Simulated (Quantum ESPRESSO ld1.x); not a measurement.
Species: Pm15+. Configuration: [Kr] 4d10. All-electron calculation, Dirac Kohn-Sham, PBE, spin-unpolarised, spherical densities, point nucleus. Program: ld1.x of Quantum ESPRESSO 7.5.

Radial electron density D(r) = 4 pi r^2 rho(r):

```
   r/bohr * D(r) (the largest magnitude, 105, reaches the edge; | marks zero)
 0.001968 |    *
 0.002522 |       *
 0.003231 |          *
 0.004141 |               *
 0.005349 |                    *
 0.006854 |                           *
 0.008784 |                                 *
  0.01126 |                                       *
  0.01442 |                                          *
  0.01848 |                                          *
  0.02369 |                                       *
   0.0306 |                                     *
  0.03921 |                                       *
  0.05024 |                                               *
  0.06439 |                                                      *
  0.08251 |                                                     *
   0.1057 |                                             *
   0.1355 |                                         *
    0.175 |                                              *
   0.2243 |                                              *
   0.2874 |                               *
   0.3683 |                  *
    0.472 |                  *
   0.6048 |                   *
    0.775 |           *
    1.001 |   *
    1.283 |*
    1.644 *
    2.107 *
```

D(r) has 4 maxima, at r = 0.0163, 0.0714, 0.199, 0.549 bohr, and minima at 0.0313, 0.132, 0.402 bohr, inside which lie 2.02, 11.25, 28.97 electrons.
